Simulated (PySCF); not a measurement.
Radial density of P⁺ (phosphorus, charge +1)

B3LYP, [Ne] 3s1 3p2 3d1, one real determinant (an excited configuration). Calculation: PySCF 2.14, in aug-cc-pwCVDZ (6s5p3d, 36 functions); no relativity, point nucleus.

```tsv
r (bohr)	4πr²ρ (e/bohr)	4πr²(ρα − ρβ)
0.00147	0.05653	0.0002
0.00247	0.1557	0.0006
0.00416	0.4177	0.0016
0.00700	1.087	0.0041
0.0118	2.664	0.0100
0.0198	5.935	0.0219
0.0333	11.24	0.0402
0.0560	16.32	0.0557
0.0942	15.81	0.0622
0.159	11.11	0.1424
0.267	13.62	0.3663
0.448	14.93	0.2422
0.754	5.414	0.1139
1.27	1.929	1.5694
2.13	1.755	1.7519
3.59	0.4002	0.4001
6.04	0.03220	0.0322
10.2	0.0001838	0.0002
```

⟨L²⟩ = 7.49 against 12 for a pure F term, so this real determinant mixes terms. The outer electron is Rydberg-like, and this basis confines it to a smaller radius and binds it less than a complete one would.
